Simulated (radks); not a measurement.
Q: Excited configurations of the dysprosium ion Dy+: one electron is placed in a higher orbital outside [Xe] 4f10. The ground configuration is [Xe] 4f10 6s1. Calculated with a radial shooting solver on a logarithmic mesh with Libxc functionals: scalar-relativistic Kohn-Sham, PBE, spin-polarised, spherical densities, finite nucleus; open shells are filled with parallel spins first (spin-orbit coupling, left out, can overturn this in heavy ions); Fermi nuclear charge, rms radius 5.2218 fm. Excitation = E - E(ground); binding = E(ion) - E, where the ion is the core of charge +2; n* = 2/sqrt(2 binding) in atomic units, and the quantum defect is n - n*.

| outer orbital | excitation (eV) | binding (eV) | n* | quantum defect | eigenvalue (eV) | <r> (bohr) |
|---|---|---|---|---|---|---|
| 5d | 2.103 | 9.819 | 2.354 | 2.646 | -6.168 | 2.919 |
| 5f | 8.308 | 3.615 | 3.880 | 1.120 | -2.615 | 8.529 |
| 6d | 7.046 | 4.876 | 3.341 | 2.659 | -3.712 | 7.373 |
| 6f | 9.483 | 2.439 | 4.724 | 1.276 | -1.874 | 14.59 |
| 7d | 8.924 | 2.998 | 4.260 | 2.740 | -2.376 | 12.97 |

Estimate the row for 7s.

A: excitation (eV) 6.188; binding (eV) 5.734; n* 3.081; quantum defect 3.919; eigenvalue (eV) -4.593; <r> (bohr) 7.535. The Delta-SCF ionisation energy is 11.922 eV (NIST Atomic Spectra Database: 11.65 eV, semi-empirical). Self-interaction in the functional shifts the binding energies and quantum defects, so they are the method's values and not measured ones. Open shells are spherical and high-spin; term and fine-structure splittings are not resolved. Spin-orbit splitting is averaged out at the scalar-relativistic level.
